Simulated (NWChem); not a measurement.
Molecule: C3H6NO, doublet; SMILES CN(C)[C]=O

```xyz
11

C      0.9140    -1.4888     0.0000
N      0.0605    -0.3271     0.0002
C     -1.3746    -0.5350    -0.0001
C      0.5799     0.9052     0.0001
O      0.0421     1.9721     0.0000
H      1.9621    -1.1633     0.0007
H      0.7359    -2.1125     0.8928
H      0.7369    -2.1116    -0.8937
H     -1.8705     0.4438     0.0014
H     -1.6895    -1.0973    -0.8952
H     -1.6894    -1.0999     0.8934
```
Atoms are numbered in this order, from 1.

All runs: NWChem. Pople sets run with spherical d functions. Spin-unrestricted. The geometry was optimised at PBE0/def2-SVP, spin-unrestricted. No frequency run checked for a minimum. No stability test was run on the SCF state. Vzz is the largest principal value of the second derivative of the potential at the nucleus (NWChem prints the opposite sign); η is the asymmetry. Non-relativistic.

| level | Vzz N2 (a.u.) | η N2 | Vzz O5 (a.u.) | η O5 |
|---|---|---|---|---|
| CAM-B3LYP/6-31G* | -0.997 | 0.10 | 0.539 | 0.97 |
| CAM-B3LYP/def2-SVP | -1.014 | 0.10 | -0.511 | 0.91 |
| PBE/def2-SVP | (withheld) | 0.11 | (withheld) | 0.97 |
| PBE/6-31G* | -0.943 | 0.11 | 0.529 | 0.92 |

Some entries are withheld; supply them.


- PBE/def2-SVP, Vzz N2 (a.u.): -0.959
- PBE/def2-SVP, Vzz O5 (a.u.): -0.491
